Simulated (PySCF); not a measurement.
PySCF 2.14 output of an unrestricted CAM-B3LYP calculation on a single atom or ion in x2c-TZVPPall with one added diffuse shell each of s, p, d type (6s4p3d1f, 40 functions), with scalar relativity by spin-free X2C-1e:

```
SCF conv_tol = 1e-09
number electrons alpha = 4  beta = 1
    T. Yanai, D. P. Tew, and N. C. Handy.,  Chem. Phys. Lett. 393, 51 (2004)
cycle= 1 E= -24.5147261920503  delta_E= -0.00237  |g|= 0.00746  |ddm|=  0.1
cycle= 2 E= -24.5147913809151  delta_E= -6.52e-05  |g|= 0.00149  |ddm|= 0.018
cycle= 3 E= -24.5147946844024  delta_E= -3.3e-06  |g|= 0.00013  |ddm|= 0.00479
cycle= 4 E= -24.5147947126391  delta_E= -2.82e-08  |g|= 2.36e-05  |ddm|= 0.000322
cycle= 5 E= -24.5147947135211  delta_E= -8.82e-10  |g|= 3.5e-06  |ddm|= 7.03e-05
converged SCF energy = -24.5147947135211  <S^2> = 3.7500028  2S+1 = 4.0000014
```

The run itself started from symmetry-adapted Hartree-Fock orbitals and held the occupation by maximum overlap, on a logarithmic radial grid, so the iterations belong to that start.

Problem. Which element, charge and spin multiplicity is this?

Solution. B (boron, neutral), multiplicity 4; the state was [He] 2s1 2p2, high-spin 4P determinant (an excited configuration).
